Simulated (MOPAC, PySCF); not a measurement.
C₇H₁₄Si, SMILES `[SiH3][C@H]1[C@H]2CC[C@@H]1CC2`, neutral singlet in the gas phase. 

Cartesian coordinates (Å):
SMILES: [SiH3][C@H]1[C@H]2CC[C@@H]1CC2
```xyz
22

Si     2.1506    -0.9428    -0.9685
C      0.5663     0.0757    -0.8190
C     -0.7633    -0.6646    -0.5571
C     -0.5897    -1.1458     0.8922
C      0.2122     0.0045     1.5529
C      0.4011     1.0059     0.4025
C     -0.9611     1.6542     0.1061
C     -1.7635     0.5031    -0.5552
H      2.4194    -1.8122     0.2187
H      3.3195    -0.0242    -1.1409
H      2.0647    -1.8242    -2.1750
H      0.5079     0.6563    -1.7588
H     -1.0198    -1.4661    -1.2654
H     -1.5611    -1.3259     1.3772
H     -0.0331    -2.0950     0.9314
H      1.1824    -0.3515     1.9329
H     -0.3150     0.4616     2.4040
H      1.2097     1.7322     0.5718
H     -0.8443     2.5065    -0.5808
H     -1.4378     2.0396     1.0206
H     -2.6843     0.2514    -0.0066
H     -2.0607     0.7616    -1.5831
```
Charge 0, spin multiplicity 1.

All levels are single points at this geometry (PBE0-D3(BJ)/def2-SVP); Pople sets use spherical d functions. Orbital energies aren't observables, and empty levels follow the basis.

```
level                          HOMO (eV)  LUMO (eV)  gap (eV)  dipole (D)  vertical IE, Delta-SCF (eV)
-----------------------------  ---------  ---------  --------  ----------  ---------------------------
M06-2X/def2-TZVP in PySCF          -9.38       1.31     10.69        0.86                        10.21
PBE-D3(BJ)/def2-TZVP in PySCF      -6.91      -0.15      6.76        1.00                            –
B3LYP/6-311+G** in PySCF           -8.06      -0.18      7.88        0.92                            –
M06-2X/6-31G* in PySCF             -9.30       2.05     11.35        0.88                            –
HF/3-21G in PySCF                 -11.21       5.00     16.21        0.97                            –
PM6 in MOPAC                      -10.14       0.61     10.76        0.66                            –
```
